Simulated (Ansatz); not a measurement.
`C=[CH][InH][F]` + H–F → `[F][InH][F]` + `C=C` at 600 K and 1 bar (ligand exchange at the In–C bond).

Gas-phase electronic energies from Ansatz, PBE0-D4/def2-TZVP geometries. CCSD(T)/CBS is the MP2 limit (def2-TZVPP, def2-QZVPP) plus CCSD(T) − MP2 in def2-TZVPP, frozen cores. This one scheme is used for every species. Elements past krypton have def2 core potentials. For In outer-core shells are correlated without core-valence functions, which leaves a few kJ/mol of doubt a bond. One conformer a species, not always the lowest.

```json
{"species": "`C=[CH][InH][F]`", "CCSD(T)/CBS energy (Eh)": "-368.10800", "H − E (kJ/mol)": "180.8", "S (J/(mol·K))": "407.3"}
{"species": "H–F", "CCSD(T)/CBS energy (Eh)": "-100.39570", "H − E (kJ/mol)": "42.3", "S (J/(mol·K))": "194.0"}
{"species": "`[F][InH][F]`", "CCSD(T)/CBS energy (Eh)": "-390.04654", "H − E (kJ/mol)": "59.3", "S (J/(mol·K))": "339.1"}
{"species": "`C=C`", "CCSD(T)/CBS energy (Eh)": "-78.48111", "H − E (kJ/mol)": "161.6", "S (J/(mol·K))": "257.2"}
```

H − E and S are ideal-gas, rigid-rotor, harmonic terms from PBE0-D4/def2-TZVP, for one conformer and one mirror image of each species. 1 Eh = 2625.50 kJ/mol, R = 8.31446 J/(mol·K).

**Question.** By hand: ΔE, ΔH, ΔS and ΔG.

**Answer.** ΔE = (-390.04654) + (-78.48111) − (-368.10800) − (-100.39570) = -0.02395 Eh = -62.9 kJ/mol. Δ(H − E) = 59.3 + 161.6 − 180.8 − 42.3 = -2.2, so ΔH = -65.1 kJ/mol. ΔS = 339.1 + 257.2 − 407.3 − 194.0 = -5.0 J/(mol·K). ΔG = -65.1 − 600 × (-5.0)/1000 = -62.1 kJ/mol.

**Question.** By hand: the equilibrium constant, and the temperature at which ΔG would vanish if ΔH and ΔS stayed fixed.

**Answer.** log₁₀ K = −ΔG/(RT ln 10) = 5.4. ΔG = 0 at ΔH/ΔS = 13020 K, far beyond where these terms or the molecules hold.

The number of gas molecules stays the same, so ΔS is small and ΔH decides. A doubt of 5 kJ/mol in ΔE shifts log₁₀ K by 0.4 here. Other conformers and mirror images would add mixing entropy, several J/(mol·K) or more a flexible species. These are equilibria of isolated gas molecules and say nothing of rates. Largest T1 diagnostic: 0.017 (customary marks: 0.02 for closed shells, 0.045 for open ones).
